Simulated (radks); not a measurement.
Question: The strontium ion Sr+, [Kr] 5s1. Calculated with a radial shooting solver on a logarithmic mesh with Libxc functionals: non-relativistic Kohn-Sham, exchange-only LDA, spin-polarised, spherical densities, point nucleus. Every spin shell is full or empty, so the densities are truly spherical. Functionals are evaluated on that one density, not self-consistently. Rank these orbital-free kinetic functionals by their error against the exact value of the orbitals, and give that value: Thomas-Fermi, von Weizsacker, TF + vW/9, TF + vW/5, revAPBEK, Perdew 92, Thakkar, Pearson, LKT.

Answer: Exact: 3125.82 hartree. From best to worst, with 100 (|E| - |E exact|)/|E exact| (equal figures are ties): revAPBEK +0.33, Thakkar -0.49, Perdew 92 -0.70, TF + vW/9 -0.71, Pearson -1.03, TF + vW/5 +3.33, Thomas-Fermi -5.77, LKT +21.30, von Weizsacker -54.52.
